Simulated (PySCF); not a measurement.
Compound: C4H5OSi (charge -1).
SMILES: `[SiH2-]c1ccco1`

The closed-shell ground state was solved at several levels (PySCF, density fitting, gas phase, non-relativistic). One conformer (not necessarily the lowest) at the PBE0-D3(BJ)/def2-SVP geometry, without solvent, vibrations or thermal averaging. Where the HOMO energy is positive, the finite basis confines the outermost electrons. No diffuse functions stand in 6-31G*, cc-pVTZ and def2-TZVP, which bears on an anion's orbital energies.

| level | basis functions | HOMO (eV) | LUMO (eV) | gap (eV) |
| --- | --- | --- | --- | --- |
| B3LYP/def2-TZVP | 222 | -0.06 | 4.16 | 4.22 |
| B3LYP/cc-pVTZ | 254 | 0.01 | 4.30 | 4.29 |

(1) Estimate the row for B3LYP/6-31G*, a basis of 98 functions; the other rows only guide the guess.

(2) Over all these levels, which gives the widest orbital gap and which the narrowest?

(3) How much does the basis alone move the frontier levels among the 3 B3LYP rows (the withheld one included)?

## Answers

(1) HOMO 0.29 eV, LUMO 4.86 eV, gap 4.57 eV.

(2) B3LYP/6-31G* has the widest, 4.57 eV, and B3LYP/def2-TZVP the narrowest, 4.22 eV. From the narrowest to the widest the HOMO moves by +0.35 eV and the LUMO by +0.70 eV.

(3) The HOMO by 0.35 eV and the LUMO by 0.70 eV. By rising basis size (HOMO, LUMO in eV): 6-31G* 0.29, 4.86; def2-TZVP -0.06, 4.16; cc-pVTZ 0.01, 4.30.
